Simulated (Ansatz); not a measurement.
Ansatz (an electronic-structure program) input (r2SCAN/def2-SV(P)): A basis named .json is the Basis Set Exchange file of that set (core-valence sets with the plain set on hydrogen).

Ansatz 0.2 input:
```yaml
crystal:
  periodic: [false, false, false]
  atoms:
    - {symbol: B, position_ang: [-0.00000000, -0.00000000, -0.20551333]}
    - {symbol: H, position_ang: [0.00000000, 0.00000000, 1.02756663]}
basis:
  gaussian:
    orbitals: def2-SV_P_.json
hamiltonian:
  xc: {name: r2SCAN}
magnetization: {spin_polarized: false}
```

Output:

```
Functional definition: r2SCAN
integrals: 0.00 GiB planned
176 factors; integrals over basis functions are off by at most 4.6e-4 eV
mean field: 0.04 GiB planned
mean field evaluation 1: about -686.4437 eV, gradient 4.9e0 eV
mean field evaluation 2: about -686.5571 eV, gradient 1.1e0 eV
mean field evaluation 4: about -686.5623 eV, gradient 2.3e-1 eV
mean field evaluation 8: about -686.5625 eV, gradient 1.8e-4 eV
mean field -686.56253430 eV, -25.2307077666 hartree, gradient 1.0e-5 eV, S^2 0.000000; 0 other end points of the search recorded, 0 dependent functions left out
reference -686.56254114 eV, -25.2307080182 hartree; 3, 3 occupied and 13, 13 virtual orbitals, 176 factors
Total energy: -686.56254114 eV, -25.2307080182 hartree
```
